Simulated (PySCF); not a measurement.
Si(F)(Me)2(SH) (C₂H₇FSSi), SMILES C[Si](C)(F)S. Atoms are numbered in the order given.

```xyz
12

C      1.5671    -0.1392    -1.2504
Si     0.1218    -0.3137    -0.0809
C     -1.2581    -1.3503    -0.7940
F      0.6536    -1.0357     1.2865
S     -0.5896     1.6035     0.6107
H      1.2666     0.3887    -2.1707
H      2.3815     0.4338    -0.7804
H      1.9567    -1.1298    -1.5394
H     -2.0711    -1.4739    -0.0618
H     -1.6808    -0.8757    -1.6952
H     -0.8878    -2.3493    -1.0791
H     -0.9740     2.0003    -0.6248
```
Charge 0, spin multiplicity 1.

Geometry: TPSSh-D3(BJ)/def2-SVP. The structure was generated by enumeration, and PubChem lists no compound with its InChIKey, so it may never have been made. One conformer was computed; it need not be the lowest.

The numbers are results of PySCF with HF/def2-TZVP, not measurements.

Atomic charges (e):

```json
[
 {"atom": "C1", "Löwdin": "-0.43", "IAO": "-0.73"},
 {"atom": "Si2", "Löwdin": "0.00", "IAO": "1.46"},
 {"atom": "C3", "Löwdin": "-0.43", "IAO": "-0.73"},
 {"atom": "F4", "Löwdin": "[?]", "IAO": "-0.60"},
 {"atom": "S5", "Löwdin": "[?]", "IAO": "-0.34"},
 {"atom": "H6", "Löwdin": "0.12", "IAO": "0.14"},
 {"atom": "H7", "Löwdin": "0.13", "IAO": "0.15"},
 {"atom": "H8", "Löwdin": "0.12", "IAO": "0.14"},
 {"atom": "H9", "Löwdin": "0.13", "IAO": "0.15"},
 {"atom": "H10", "Löwdin": "0.12", "IAO": "0.14"},
 {"atom": "H11", "Löwdin": "0.13", "IAO": "0.14"},
 {"atom": "H12", "Löwdin": "[?]", "IAO": "0.07"}
]
```

Task: Fill in the missing entries. (The exact figures need the calculation; the answer reports its results.)

Result: 
- F4, Löwdin: -0.07
- S5, Löwdin: 0.13
- H12, Löwdin: 0.04

Task: Give the Mayer and Wiberg (Löwdin basis) orders of the bonds. (Estimate from the structure and the level; the computed values follow.)

Result: 
| bond | Mayer | Wiberg |
|---|---|---|
| C1–Si2 | 0.99 | 1.18 |
| Si2–C3 | 0.99 | 1.18 |
| Si2–F4 | 0.92 | 1.56 |
| Si2–S5 | 1.10 | 1.51 |
| C1–H6 | 0.95 | 0.90 |
| C1–H7 | 0.96 | 0.90 |
| C1–H8 | 0.95 | 0.90 |
| C3–H9 | 0.96 | 0.90 |
| C3–H10 | 0.95 | 0.90 |
| C3–H11 | 0.95 | 0.90 |
| S5–H12 | 0.94 | 1.01 |
